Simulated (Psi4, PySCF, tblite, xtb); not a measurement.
Intermolecular potential of H10Si4 ··· H2O (SMILES [SiH3][SiH2][SiH2][SiH3] and O). Monomers: optimised at B3LYP-D3(BJ) (def2-SVP and def2-TZVP), held rigid. Orientation: lowest of the rigid-body minima from ten starts at GFN2-xTB. R is the distance of the centres of mass, along which the second monomer moves.

Geometry at R = 3.51 Å (first 14 atoms: monomer A):
```
17

Si     1.9455    -0.9078     0.9006
Si     1.1099     1.1912     0.2456
Si    -0.7038     0.8598    -1.2155
Si    -2.2429    -0.5940    -0.1905
H      3.1636    -0.7723     1.7527
H      0.8944    -1.6346     1.6725
H      2.2880    -1.7145    -0.3083
H      2.1854     1.9978    -0.4077
H      0.6350     1.9302     1.4555
H     -0.2060     0.2360    -2.4798
H     -1.3625     2.1573    -1.5572
H     -2.6436    -0.0483     1.1404
H     -3.4661    -0.7772    -1.0263
H     -1.5968    -1.9236     0.0180
O     -1.9731     2.6644     1.1903
H     -2.1866     3.3898     0.5945
H     -2.8209     2.2776     1.4322
```

Methods: RMP2/6-31G* = PySCF 2.14.0 with restricted MP2 (frozen core)/6-31G*, spherical d, no counterpoise correction; HF/aug-cc-pVDZ, counterpoise-corrected (Psi4); RKS-BP86/6-31G* = restricted BP86/6-31G*, spherical d, no counterpoise correction (PySCF 2.14.0); GFN2-xTB (tblite); GFN1-xTB (xtb).

Interaction energies in kJ/mol (negative: bound); R is the distance of the centres of mass, d the H12···H17 distance.

```
R / Å  d / Å  RMP2/6-31G*  HF/aug-cc-pVDZ  RKS-BP86/6-31G*  GFN2-xTB  GFN1-xTB
-----  -----  -----------  --------------  ---------------  --------  --------
3.08    2.02         4.28           33.43             5.66     -2.48    -47.34
3.32    2.20        -6.97           16.37            -3.10     -8.36    -40.69
3.51    2.35       -11.07            8.55            -6.21     -9.63    -33.48
3.71    2.52       -12.63            3.73            -7.46     -9.39    -25.94
3.93    2.70       -12.41            0.89            -7.46     -8.35    -18.78
4.19    2.93       -10.75           -0.60            -6.47     -6.89    -12.40
4.50    3.21        -8.02           -1.11            -4.70     -5.35     -7.44
5.04    3.70        -3.87           -0.95            -2.09     -3.38     -3.24
5.72    4.34        -1.33           -0.55            -0.66     -1.92     -1.40
6.68    5.26        -0.40           -0.25            -0.19     -0.93     -0.56
8.00    6.54        -0.15           -0.10            -0.07     -0.42     -0.19
```

Lowest grid point: RMP2/6-31G* -12.63 kJ/mol at R = 3.71 Å; HF/aug-cc-pVDZ -1.11 kJ/mol at R = 4.50 Å; RKS-BP86/6-31G* -7.46 kJ/mol at R = 3.93 Å; GFN2-xTB -9.63 kJ/mol at R = 3.51 Å; GFN1-xTB -47.34 kJ/mol at R = 3.08 Å.
